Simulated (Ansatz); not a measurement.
Input and output for dimethylphenylsulfonium chloride (C8H11ClS).

```yaml
crystal:
  periodic: [false, false, false]
  atoms:
    - {symbol: C, position_ang: [2.085990, 0.602509, 1.065627]}
    - {symbol: S, position_ang: [1.463926, -0.741548, 0.018788]}
    - {symbol: C, position_ang: [1.756751, -0.139721, -1.666168]}
    - {symbol: C, position_ang: [-0.346202, -0.287580, 0.115271]}
    - {symbol: C, position_ang: [-1.174708, -1.337305, 0.523204]}
    - {symbol: C, position_ang: [-2.553562, -1.132768, 0.641620]}
    - {symbol: C, position_ang: [-3.100158, 0.119567, 0.351556]}
    - {symbol: C, position_ang: [-2.268734, 1.168610, -0.057793]}
    - {symbol: C, position_ang: [-0.890381, 0.969079, -0.177048]}
    - {symbol: H, position_ang: [1.823440, 0.327545, 2.096506]}
    - {symbol: H, position_ang: [3.174960, 0.580279, 0.922466]}
    - {symbol: H, position_ang: [1.613309, 1.553920, 0.786922]}
    - {symbol: H, position_ang: [2.844641, -0.220938, -1.797667]}
    - {symbol: H, position_ang: [1.222639, -0.830921, -2.332724]}
    - {symbol: H, position_ang: [1.370612, 0.882113, -1.779969]}
    - {symbol: H, position_ang: [-0.736705, -2.315697, 0.747782]}
    - {symbol: H, position_ang: [-3.199557, -1.955400, 0.961471]}
    - {symbol: H, position_ang: [-4.177851, 0.281687, 0.444121]}
    - {symbol: H, position_ang: [-2.695704, 2.149815, -0.285758]}
    - {symbol: H, position_ang: [-0.258056, 1.803144, -0.498473]}
    - {symbol: Cl, position_ang: [4.045361, -1.476389, -0.079741]}
basis:
  gaussian: {orbitals: "6-31++G**", fitting: {mean_field: cc-pVTZ-jkfit}}
hamiltonian: {xc: {name: rPW86-PBE}}
scf: {omitted_lower_state_checks: [starts]}
output: {forces: true}
```

```sh
$ ansatz run in.yaml --threads 4 --pin off --events-out ev --progress --plain --max-ram 6963MiB
```

Shortened log:

```
Functional definition: rPW86-PBE
1204 factors; integrals over basis functions are off by at most 2.9e-1 eV
mean field evaluation 1: about -31792.8231 eV, gradient 1.5e2 eV
mean field evaluation 2: about -29898.2219 eV, gradient 5.5e2 eV
mean field evaluation 4: about -31859.4893 eV, gradient 6.2e1 eV
mean field evaluation 8: about -31871.8473 eV, gradient 2.0e0 eV
mean field evaluation 16: about -31871.8500 eV, gradient 1.9e-3 eV
mean field -31871.84999465 eV, -1171.2688837874 hartree, gradient 8.4e-6 eV, S^2 0.000000; 0 other end points of the search recorded, 0 dependent functions left out
reference -31871.85025234 eV, -1171.2688932577 hartree; 46, 46 occupied and 218, 218 virtual orbitals, 1204 factors
Total energy: -31871.85025234 eV, -1171.2688932577 hartree
Atom 0 at     2.085990     0.602509     1.065627 Å, force     0.169349     0.308677     0.231680 eV/Å
Atom 1 at     1.463926    -0.741548     0.018788 Å, force    -0.399308    -0.316664     0.136367 eV/Å
Atom 2 at     1.756751    -0.139721    -1.666168 Å, force     0.099420     0.140163    -0.387442 eV/Å
Atom 3 at    -0.346202    -0.287580     0.115271 Å, force     0.055101    -0.093478     0.023294 eV/Å
Atom 4 at    -1.174708    -1.337305     0.523204 Å, force     0.123839    -0.336723     0.078208 eV/Å
Atom 5 at    -2.553562    -1.132768     0.641620 Å, force    -0.249838    -0.297980     0.117187 eV/Å
Atom 6 at    -3.100158     0.119567     0.351556 Å, force    -0.392315     0.053146     0.035157 eV/Å
Atom 7 at    -2.268734     1.168610    -0.057793 Å, force    -0.150672     0.350717    -0.081040 eV/Å
Atom 8 at    -0.890381     0.969079    -0.177048 Å, force     0.199274     0.268276    -0.105423 eV/Å
Atom 9 at     1.823440     0.327545     2.096506 Å, force     0.044247     0.056530    -0.031853 eV/Å
Atom 10 at     3.174960     0.580279     0.922466 Å, force    -0.105585     0.123966     0.096315 eV/Å
Atom 11 at     1.613309     1.553920     0.786922 Å, force     0.077987    -0.022045     0.053388 eV/Å
Atom 12 at     2.844641    -0.220938    -1.797667 Å, force    -0.132404     0.069451    -0.117697 eV/Å
Atom 13 at     1.222639    -0.830921    -2.332724 Å, force     0.052919     0.058519    -0.011838 eV/Å
Atom 14 at     1.370612     0.882113    -1.779969 Å, force     0.055005    -0.051922    -0.053918 eV/Å
Atom 15 at    -0.736705    -2.315697     0.747782 Å, force    -0.055958     0.066674    -0.011078 eV/Å
Atom 16 at    -3.199557    -1.955400     0.961471 Å, force     0.046813     0.059073    -0.022985 eV/Å
Atom 17 at    -4.177851     0.281687     0.444121 Å, force     0.079875    -0.009506    -0.008874 eV/Å
Atom 18 at    -2.695704     2.149815    -0.285758 Å, force     0.033301    -0.069786     0.015584 eV/Å
Atom 19 at    -0.258056     1.803144    -0.498473 Å, force    -0.045053    -0.061676     0.023684 eV/Å
Atom 20 at     4.045361    -1.476389    -0.079741 Å, force     0.494002    -0.295411     0.021284 eV/Å
Dipole moment:    -1.840373     0.897543    -0.026763 e Å
Checks for a lower state left out: starts
```

Run time 16 s (4 threads of Arm Neoverse V1 on a shared host).

The 6-31G sets use Cartesian d functions.
